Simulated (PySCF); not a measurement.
Cl₂GaHSe. Atoms are numbered in the order given.

```xyz
5

Ga     0.0018     0.4295     0.0000
Cl     1.8132     1.5564     0.0000
Cl    -1.8426     1.5082     0.0000
Se     0.0547    -1.8675     0.0000
H     -1.4166    -1.9192     0.0000
```
Charge 0, spin multiplicity 1.

Geometry: PBE0-D3(BJ)/def2-SVP. The structure was generated by enumeration; whether it is a known compound was not checked. Other conformers were not sampled.

Level of theory: PBE/def2-TZVP in PySCF.

ESP charges are fitted to the potential on shells at 1.4 to 2.0 van der Waals radii. Atomic charges (e):

| atom | ESP fit | meta-Löwdin | Mulliken | Löwdin |
|---|---|---|---|---|
| Ga1 | 0.33 | (withheld) | 0.48 | -0.68 |
| Cl2 | -0.14 | (withheld) | -0.21 | 0.22 |
| Cl3 | -0.18 | (withheld) | -0.21 | 0.21 |
| Se4 | -0.13 | (withheld) | -0.20 | 0.17 |
| H5 | 0.12 | (withheld) | 0.14 | 0.08 |

Q: Fill in the missing entries. (Estimate from the structure and the level; the computed values follow.)

A: 
- Ga1, meta-Löwdin: 0.52
- Cl2, meta-Löwdin: -0.24
- Cl3, meta-Löwdin: -0.24
- Se4, meta-Löwdin: -0.13
- H5, meta-Löwdin: 0.10
